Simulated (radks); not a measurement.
Task: Excited configurations of Cs15+: one electron is placed in a higher orbital outside [Kr] 4d3. The ground configuration is [Kr] 4d4. Calculated with a radial shooting solver on a logarithmic mesh with Libxc functionals: Dirac Kohn-Sham, PBE, spin-unpolarised, spherical densities, point nucleus; open shells fill j = l - 1/2 first. Excitation = E - E(ground); binding = E(ion) - E, where the ion is the core of charge +16; n* = 16/sqrt(2 binding) in atomic units. These energies are relativistic, and a one-electron ion of charge +16 with no core already has n* below n in this formula (Dirac formula, point nucleus: 5s1/2 4.994, 5p1/2 4.994, 5f5/2 4.999, 6f5/2 5.999, 7s1/2 6.994, 7p1/2 6.994). The quantum defect is therefore taken as that value minus n*, so that it holds no relativistic shift of the bare ion.

| outer orbital | excitation (eV) | binding (eV) | n* | quantum defect | eigenvalue (eV) | <r> (bohr) |
|---|---|---|---|---|---|---|
| 5s1/2 | 116.08 | 266.73 | 3.614 | 1.381 | -257.80 | 1.253 |
| 5f5/2 | 215.40 | 167.42 | 4.561 | 0.438 | -160.55 | 1.578 |
| 6f5/2 | 269.68 | 113.13 | 5.549 | 0.450 | -109.34 | 2.528 |
| 7s1/2 | 272.82 | 109.99 | 5.627 | 1.367 | -106.90 | 2.994 |
| 7p1/2 | 278.64 | 104.18 | 5.782 | 1.212 | -101.24 | 3.105 |

Estimate the row for 5p1/2.

Result: excitation (eV) 136.86; binding (eV) 245.96; n* 3.763; quantum defect 1.231; eigenvalue (eV) -237.38; <r> (bohr) 1.302. The Delta-SCF ionisation energy is 382.82 eV (NIST Atomic Spectra Database: 382 eV, theoretical). Self-interaction in the functional shifts the binding energies and quantum defects, so they are the method's values and not measured ones. Spin polarisation and multiplet splitting are left out, so open shells lie too high by an amount that depends on their filling.

Beside tabulated values, note that spin-unpolarised runs miss the spin-polarisation part of the exchange energy of open shells.
